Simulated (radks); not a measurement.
Results of a calculation; reference values are marked as such.
The gallium ion Ga4+, configuration [Ar] 3d9. Level of theory: Dirac Kohn-Sham, B86b exchange with PBE correlation, spin-unpolarised, spherical densities, finite nucleus; open shells are shared between the two j in proportion to 2j + 1; Fermi nuclear charge, rms radius 3.9973 fm (a radial shooting solver on a logarithmic mesh with Libxc functionals).

Normalised radial functions P(r) = r R(r) (large component), r in bohr:

```
   r/bohr * 3p1/2, o 3d3/2 (the largest magnitude, 1.32, reaches the edge; | marks zero, & curves that meet)
 0.002603                             &
 0.003701                             &
 0.005305                             &
 0.007543                             &
  0.01073                             o*
  0.01525                             o*
  0.02186                             o  *
  0.03108                             o   *
   0.0442                             o      *
  0.06335                             |o         *
  0.09007                             | o           *
   0.1281                             |    o        *
   0.1821                             |        *o
    0.261                         *   |               o
   0.3712          *                  |                    o
   0.5278  *                          |                      o
   0.7564      *                      |                    o
    1.076                 *           |             o
    1.529                         *   |      o
    2.175                            *|  o
```

3p1/2: eigenvalue -159.06 eV, 1 radial node at r = 0.237 bohr, <r> = 0.663 bohr, 90 % of the charge inside 1.02 bohr. 3d3/2: eigenvalue -76.048 eV, 0 radial nodes, <r> = 0.741 bohr, 90 % of the charge inside 1.24 bohr.
